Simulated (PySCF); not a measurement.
# Spectroscopy problems

[PySCF 2.14: PBE0/pcSseg-1 with gauge-including orbitals; GFN2-xTB structure; one computed conformer; no solvent; one averaged value for each set of equivalent atoms; non-relativistic]

Referencing at the same level of theory: 1H (σ = 31.72 ppm), 13C (σ = 186.93 ppm) against TMS. Splittings of carbon signals by F and P are missing where no couplings were computed. Where no couplings were computed, multiplicities follow the n + 1 count of equivalent neighbours, and m marks all less simple cases (inequivalent or close neighbours, rings, F or P nearby). Shifts are as computed. Against solution values, carbons near 30 ppm lie about +3 ppm off and those near 130 ppm about +5 ppm. Of 1211 compounds with measured shifts, 218 miss one by over three times the rms of a fit or turn the order of signals round; such compounds aren't used in these exercises.

**Question.** C5H8OSi. 1H NMR (500 MHz, computed): δ 6.47 (d, 1H), 5.54 (d, 1H), 5.16 (m, 1H), 5.15 (m, 2H), 5.03 (m, 1H), 1.93 (m, 2H). 13C{1H} NMR (computed): δ 150.4 (CH), 143.9 (C), 118.6 (CH2), 114.2 (CH), 19.1 (CH2). Identify the compound.

**Answer.** `C1C(=C)C=CO[SiH2]1`. The formula gives 3 degrees of unsaturation (1 ring in the answer). 5 carbon signals for 5 carbons: no two carbons are equivalent. Carbon types of the structure: 1 × C, 2 × CH, 2 × CH2, leaving 2 H on heteroatoms. δC 150.4: alkene carbon bearing oxygen; an sp2 carbon further deshielded by the attached heteroatom. δC 143.9: fully substituted alkene carbon; as expected for a trigonal carbon in a double bond. δC 118.6: terminal =CH2 carbon; the olefinic region. δC 114.2: β carbon of an enol-ether or enamine type C=C; the O or N lone pair pushes π density onto this β carbon and shields it.

This is the structure that produced the data.

**Question.** C6H10FN3. 1H NMR (300 MHz, computed): δ 4.13 (sept, 1H), 2.28 (s, 3H), 1.68 (d, 6H). 13C{1H} NMR (computed): δ 168.9, 118.5, 51.6, 25.8, 8.3. Identify the compound.

**Answer.** SMILES Cc1c(F)nnn1C(C)C. The formula gives 3 degrees of unsaturation (1 ring in the answer). 5 carbon signals for 6 carbons: some carbons are equivalent by symmetry or fast rotation. Carbon types of the structure: 2 × C, 1 × CH, 3 × CH3, which accounts for all hydrogens. δC 168.9: aromatic carbon bearing fluorine; the electronegative substituent deshields the carbon that carries it. δC 118.5: substituted aromatic carbon next to a ring nitrogen. δH 4.13: hydrogen on an sp3 CH bonded to N; its carbon carries N, hence the downfield position. δH 2.28: hydrogen on a methyl carbon on an aromatic ring; benzylic-type position, deshielded by the ring.

This is the structure that produced the data.
